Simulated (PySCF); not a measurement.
**Dipole response of Si⁺ (silicon, charge +1)**

[Ne] 3s2 3p1, 2P determinant. Calculation: PySCF 2.14, in aug-cc-pwCVQZ (10s9p7d5f3g, 134 functions); no relativity, point nucleus. Coupled (time-dependent) response in atomic units; α is the mean over directions.

```
 method  mean α (bohr³)         α xx, yy, zz  C₆ (like pair)  S(−4)
wB97M-V           19.32  18.48, 20.99, 18.48           100.6  160.8
```

S(−4) is the Cauchy moment in α(ω) = α(0) + S(−4) ω² + …

α(iu) at wB97M-V:

| u (hartree) | α(iu) (bohr³) |
| --- | --- |
| 0 | 19.32 |
| 0.0500 | 18.93 |
| 0.100 | 17.84 |
| 0.200 | 14.58 |
| 0.300 | 11.24 |
| 0.500 | 6.594 |
| 0.750 | 3.736 |
| 1.00 | 2.381 |
| 1.50 | 1.235 |
| 2.00 | 0.7819 |
| 3.00 | 0.4246 |
| 5.00 | 0.2058 |

A single London oscillator, α(iu) = α/(1 + u²/ω²), gives C₆ = (3/4) ω α². Matching the computed C₆ needs ω = 4 × 100.6 / (3 × 19.32²) = 0.359 hartree.

For an ion, C₆ is the dispersion term alone; charge-induced terms of lower order in 1/R come first.

The components differ because the open shell of this determinant is not spherical; for a pure term their mean is the scalar polarisability.
